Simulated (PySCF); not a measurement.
Species: 3-tert-butylfuran, C₈H₁₂O.
SMILES: `CC(C)(C)c1ccoc1`

Computed, not measured: PBE0-D3(BJ)/def2-SVP geometry optimisation, gas phase in PySCF 2.14.0.

Masses are those of the commonest isotopes; rigid-rotor values at the optimised geometry. 

(1) What are A, B and C (MHz)?

(2) What kind of rotor is it?

(3) Is it planar, by Δ = Ic − Ia − Ib?

(4) Give the other two planar moments, Paa and Pbb, and the rms extents of the mass along the axes.

(5) Give the coordinates in the principal-axis frame, origin at the centre of mass.

(6) Which lines would a microwave search look for?

(7) Estimate the classical rotational partition function at 25 K, 50 K and 200 K.

Results:

(1) Ia = 163.47, Ib = 427.47, Ic = 480.29 u·Å²; 505379 MHz·u·Å²/I gives A = 3092, B = 1182, C = 1052 MHz.

(2) An asymmetric top; Ray's κ = -0.872.

(3) Not planar: Δ = Ic − Ia − Ib = -110.65 u·Å². For a rigid frame Δ = −2 Σ m c², so Σ m c² = 55.32 u·Å² lies off the ab plane: 17.65 from hydrogen and 37.68 from heavier atoms. The atom farthest from that plane is 2.17 Å away.

(4) Paa = Σ m a² = (Ib + Ic − Ia)/2 = 372.14 and Pbb = Σ m b² = (Ia + Ic − Ib)/2 = 108.15 u·Å². With the mass M = 124.09 u, the rms extents √(P/M) along a, b and c are 1.73, 0.93, 0.67 Å.

(5) The sense of each axis is arbitrary; atoms in the order of the calculation.
```
atom  mass (u)   a (Å)   b (Å)   c (Å)
  C1    12.000  -1.809   0.720  -1.253
  C2    12.000  -1.302  -0.006   0.000
  C3    12.000  -1.810   0.721   1.253
  C4    12.000  -1.830  -1.441   0.000
  C5    12.000   0.208   0.001   0.000
  C6    12.000   1.065   1.157   0.000
  C7    12.000   2.343   0.688   0.000
  O8    15.995   2.349  -0.659   0.000
  C9    12.000   1.061  -1.067   0.000
 H10     1.008  -2.911   0.735  -1.273
 H11     1.008  -1.454   0.221  -2.167
 H12     1.008  -1.458   1.763  -1.282
 H13     1.008  -1.459   1.764   1.281
 H14     1.008  -1.455   0.222   2.167
 H15     1.008  -2.912   0.735   1.272
 H16     1.008  -2.931  -1.444   0.000
 H17     1.008  -1.492  -1.991  -0.892
 H18     1.008  -1.493  -1.991   0.892
 H19     1.008   0.765   2.203   0.000
 H20     1.008   3.315   1.174   0.000
 H21     1.008   0.903  -2.141   0.000
```

(6) The dipole components are |μa| = 0.70 D, |μb| = 0.39 D, |μc| = 0.00 D; the mirror of this Cs structure is the ab plane, so μc vanishes by symmetry and there are no c-type lines. The squared components, which scale the intensities, stand as 1.00 : 0.31 (a : b). Some lines, for components of 0.1 D or more:

```
type  branch         J(Ka,Kc)    MHz  lower level (cm⁻¹)
   a       Q  2(1,1) ← 2(1,2)    390               0.283
   a       Q  3(1,2) ← 3(1,3)    780               0.500
   b       Q  2(1,1) ← 2(0,2)   2176               0.223
   a       R  1(0,1) ← 0(0,0)   2235               0.000
   b       Q  3(1,2) ← 3(0,3)   2392               0.446
   b       R  2(0,2) ← 1(1,1)   2553               0.138
   a       R  2(0,2) ← 1(0,1)   4463               0.075
   b       R  3(0,3) ← 2(1,2)   4892               0.283
   b       Q  2(2,0) ← 2(1,1)   5734               0.296
   b       Q  2(2,1) ← 2(1,2)   6118               0.283
   b       Q  3(2,2) ← 3(1,3)   6317               0.500
   a       R  3(1,3) ← 2(1,2)   6505               0.283
   a       R  3(0,3) ← 2(0,2)   6678               0.223
   a       R  3(2,2) ← 2(2,1)   6704               0.487
   a       R  3(2,1) ← 2(2,0)   6729               0.487
   a       R  3(1,2) ← 2(1,1)   6894               0.296
   b       R  3(1,3) ← 2(0,2)   8290               0.223
   b       Q  3(3,1) ← 3(2,2)   9876               0.711
   b       R  2(2,1) ← 1(1,0)  10327               0.143
   b       R  2(2,0) ← 1(1,1)  10463               0.138
   b       R  3(2,2) ← 2(1,1)  12431               0.296
   b       R  3(2,1) ← 2(1,2)  12854               0.283
   b       R  3(3,1) ← 2(2,0)  16573               0.487
```

(7) Point group Cs, symmetry number σ = 1; q = (√π/σ)·√((kT/h)³/(ABC)), k/h = 20836.6 MHz/K: 10700 at 25 K, 30400 at 50 K, 243000 at 200 K.

Whether it is a minimum is left open (no frequencies). Zero-point vibration and centrifugal distortion are left out. A rigid rotor knows nothing of internal rotation, which can split or shift real lines.

Conformer computed: `[CH3:1][C:2]([CH3:3])([CH3:4])[c:5]1[cH:6][cH:7][o:8][cH:9]1`: C1–C2–C5–C6 60°.
